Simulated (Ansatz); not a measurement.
Reactions of `FCC([SiH3])Cl`.

Gas-phase electronic energies from Ansatz, PBE0-D4/def2-TZVP geometries. CCSD(T)/CBS is the MP2 limit (def2-TZVPP, def2-QZVPP) plus CCSD(T) − MP2 in def2-TZVPP, frozen cores. This one scheme is used for every species, atoms too. No spin–orbit coupling; open shells (•) take unrestricted orbitals. Spin–orbit coupling would lower the free atoms: a little for C, Cl, F, Si. Bonds to Br are less sure, by a few kJ/mol each and by 10 to 20 or more in all where they break to atoms, as the def2 sets lack core-valence functions. Scalar relativity is left out up to krypton. Each species was taken in one conformer, which may not be the lowest.

| reaction | HF/CBS(def2) (kJ/mol) |
| --- | --- |
| `FCC([SiH3])Cl` + `C[CH2][Al]([CH3])[F]` → `[CH3][Al]([F])[CH2][SiH3]` + `CC(Cl)CF` | -59 |
| `FCC([SiH3])Cl` + `N=CS` → `[SiH3]/N=C\S` + `FCCCl` | -63 |
| `FCC([SiH3])Cl` + `CC(F)F` → `CC(F)[SiH3]` + `FCC(F)Cl` | 55 |
| `FCC([SiH3])Cl` + `NC(O)(F)F` → `OC(F)(F)N[SiH3]` + `FCCCl` | -75 |
| `FCC([SiH3])Cl` → 2 C• + Cl• + F• + 6 H• + Si• | 2795 |
| `FCC([SiH3])Cl` + HBr → `FCC([SiH3])Br` + HCl | -9 |

**Question.** Give the CCSD(T)/CBS values in the same order. (Estimate.)

**Answer.** The calculation gave: -57, -50, 53, -60, 3790, -16 kJ/mol.

Largest T1 diagnostic: 0.015, for `[SiH3]/N=C\S`.
